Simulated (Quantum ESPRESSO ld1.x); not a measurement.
These are the eigenvalues of the occupied orbitals of an atom or ion with whole-number occupations (hartree). Method: Dirac Kohn-Sham, PBE, spin-unpolarised, spherical densities, point nucleus; computed with ld1.x of Quantum ESPRESSO 7.5.

orbital  eigenvalue
1s1/2      -1662.61
2s1/2      -278.261
2p1/2      -263.983
2p3/2      -243.400
3s1/2      -68.3210
3p1/2      -62.2085
3p3/2      -58.0657
3d3/2      -47.4485
3d5/2      -46.5521
4s1/2      -20.9211
4p1/2      -18.5619
4p3/2      -17.5974
4d3/2      -13.6829
4d5/2      -13.5010
5s1/2      -8.93408

Which element is it, and in what charge state? The configuration may be excited. Open shells, if any, are shared by 2j + 1.

Answer. Z = 61, promethium, charge +13: Pm13+ in [Kr] 4d10 5s2. The list shows which subshells hold electrons but not how many an open one holds; the 1s level, -1662.6 hartree, gives Z - s = 57.7 by -(Z - s)^2/2, which with screening and relativity narrows Z to a few neighbours, and the depths of the outer levels then fix element, charge and occupations together.
